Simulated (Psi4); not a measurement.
Pair of molecules: N2 (SMILES N#N) (first 2 atoms) with CH3F (SMILES CF); geometry from B3LYP-D3(BJ)/def2-TZVP, rigid monomers moved along the line of their centres of mass till N1···F4 is 5.54 Å.
(charge 0, multiplicity 1):
```
atom    x (Å)    y (Å)    z (Å)
----  -------  -------  -------
N     -0.4320   0.0213  -0.0446
N      0.4995   0.0534  -0.6109
C     -0.2227  -1.0050   5.8863
F      0.9945  -0.9787   5.2138
H     -1.0224  -0.8209   5.1685
H     -0.3473  -1.9860   6.3465
H     -0.2166  -0.2283   6.6519
```

All values below come from SAPT0/jun-cc-pV(D+d)Z (Psi4).

Q: Which attractive term is largest, and how does the interaction split up?

A: electrostatics -0.05, exchange 0.00, induction 0.00, dispersion -0.02, total -0.08 kcal/mol; the largest attraction is electrostatics.
